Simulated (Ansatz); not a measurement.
Basis sets compared for Ru₃H₆. The state is a singlet with charge 0. Geometry PBE0-D4/def2-SVP. Ansatz on 4 threads of Arm Neoverse V2 on a shared host; times are rough, and most runs start from earlier orbitals.

```csv
atom,x (Å),y (Å),z (Å)
Ru1,1.1841,0.2258,0.6464
Ru2,-0.2605,0.6246,-1.1900
Ru3,-0.9255,-0.8494,0.5434
H4,0.1907,-1.9498,0.7405
H5,0.9768,1.7852,0.5004
H6,-1.6695,1.0865,-0.6448
H7,-0.8081,-0.0997,1.9291
H8,1.9776,-0.0647,-0.6883
H9,-0.6657,-0.7584,-1.8368
```

In the def2 sets Ru takes a core potential; there is no spin–orbit coupling. The order of the spin states hangs on the level: the quintet lies 0.09 eV below the singlet at PBE0-D4/def2-TZVP, but 0.21 eV above it at PBE-D4/def2-TZVP. The structure comes from a short search, and lower isomers may exist.

```
                          level  functions  energy (Eh)  HOMO (eV)  LUMO (eV)  wall time
                PBE-D4/def2-SVP        123    -288.2786      -4.53      -3.56      1.6 s
               PBE-D4/def2-TZVP        156    -288.3611      -4.51      -3.54      1.8 s
            r2SCAN-D4/def2-TZVP        156    -288.3772      -4.70      -3.36      3.8 s
               PBE0-D4/def2-SVP        123    -288.0975      -5.85      -2.60      1.8 s
PBE0-D4/def2-TZVP (with forces)        156    -288.1780      -5.83      -2.58        3 s
```

(1) Estimate the rows for PBE-D4/def2-TZVPD, r2SCAN-D4/def2-TZVPD, PBE0-D4/def2-TZVPD.

Answers

(1) 
```json
{"level": "PBE-D4/def2-TZVPD", "functions": "174", "energy (Eh)": "-288.3630", "HOMO (eV)": "-4.54", "LUMO (eV)": "-3.56", "wall time": "2 s"}
{"level": "r2SCAN-D4/def2-TZVPD", "functions": "174", "energy (Eh)": "-288.3789", "HOMO (eV)": "-4.73", "LUMO (eV)": "-3.38", "wall time": "4.4 s"}
{"level": "PBE0-D4/def2-TZVPD", "functions": "174", "energy (Eh)": "-288.1796", "HOMO (eV)": "-5.85", "LUMO (eV)": "-2.60", "wall time": "2.5 s"}
```
